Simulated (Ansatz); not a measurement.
Reactions of BFGeH6OSi (`BO[SiH2][GeH2][F]`).

Calculated with Ansatz (gas phase, PBE0-D4/def2-TZVP geometries, no zero-point term in ΔE). CCSD(T)/CBS adds triple-zeta CCSD(T) − MP2 to the extrapolated MP2 energy (def2 sets, frozen cores). This one scheme is used for every species. DFT in def2-TZVPP. B3LYP here is the variant with VWN-RPA as its local correlation; programs differ in this. For Ga, Ge, Se outer-core shells are correlated without core-valence functions, which leaves a few kJ/mol of doubt a bond. Scalar relativity is left out up to krypton. Each species was taken in one conformer, which may not be the lowest.

```json
{"reaction": "`BO[SiH2][GeH2][F]` + `[CH3][GaH2]` → `BO[SiH2]C` + `[F][GeH2][GaH2]`", "B2PLYP (kJ/mol)": "-47", "CCSD/CBS(def2) (kJ/mol)": "-45", "B3LYP-D4 (kJ/mol)": "-47", "r2SCAN-D4 (kJ/mol)": "-47"}
{"reaction": "`BO[SiH2][GeH2][F]` + `[SiH3][SiH2][SeH]` → `B[Se][SiH2][SiH3]` + `O[SiH2][GeH2][F]`", "B2PLYP (kJ/mol)": "52", "CCSD/CBS(def2) (kJ/mol)": "48", "B3LYP-D4 (kJ/mol)": "52", "r2SCAN-D4 (kJ/mol)": "42"}
{"reaction": "`BO[SiH2][GeH2][F]` + CH₃OH → `[OH][GeH2][F]` + `BO[SiH2]C`", "B2PLYP (kJ/mol)": "-147", "CCSD/CBS(def2) (kJ/mol)": "-146", "B3LYP-D4 (kJ/mol)": "-136", "r2SCAN-D4 (kJ/mol)": "-145"}
{"reaction": "`BO[SiH2][GeH2][F]` + `O[SiH2]S` → `O[SiH2][GeH2][F]` + `BO[SiH2]S`", "B2PLYP (kJ/mol)": "2", "CCSD/CBS(def2) (kJ/mol)": "2", "B3LYP-D4 (kJ/mol)": "1", "r2SCAN-D4 (kJ/mol)": "0"}
```

**Question.** Give the CCSD(T)/CBS values in the same order. (An estimate is asked.)

**Answer.** Ansatz gave: -44, 43, -147, 1 kJ/mol.

Largest T1 diagnostic: 0.014, for `B[Se][SiH2][SiH3]`.
